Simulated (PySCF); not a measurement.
**Ionisation energy of S⁺ by level of theory**

S⁺ [Ne] 3s2 3p3 [3p1/2^2 3p3/2^1, M_J = 3/2] → S²⁺ [Ne] 3s2 3p2 [3p1/2^2, M_J = 0], as a difference of total energies. All numbers are calculated (PySCF 2.14, the two-component X2C-1e Hamiltonian, in x2c-TZVPall-2c (5s6p2d1f, 40 functions)). Correlated levels: [Ne] frozen; the 6 highest virtual spinors dropped. "Screened" scales the spin-orbit matrix elements by Boettger's factors to mimic the two-electron term; Breit and QED terms are absent.

```
                    method  ionisation energy (eV)
           GHF (spin-free)                  22.822
          GMP2 (spin-free)                  23.324
 GHF (screened spin-orbit)                  22.783
GMP2 (screened spin-orbit)                  23.287
```

Task: How much does correlation contribute at GMP2 (screened spin-orbit)?

Result: 23.287 − (22.783) = 0.504 eV, measured against GHF (screened spin-orbit).

Errors of the correlated levels include the incompleteness of this basis and the frozen core.

The labels give the starting determinants; with spin-orbit coupling the two ends relaxed to ⟨J²⟩ = 3.75, ⟨L²⟩ = 0.00, ⟨S²⟩ = 3.75 and ⟨J²⟩ = 1.89, ⟨L²⟩ = 2.01, ⟨S²⟩ = 2.00.

The determinant of S²⁺ mixes levels of different J (the jj label is only the starting occupation), so the difference between spin-free and spin-orbit rows is not the physical spin-orbit shift.

For comparison: 23.338 eV (measured; NIST Atomic Spectra Database, ionization energies).
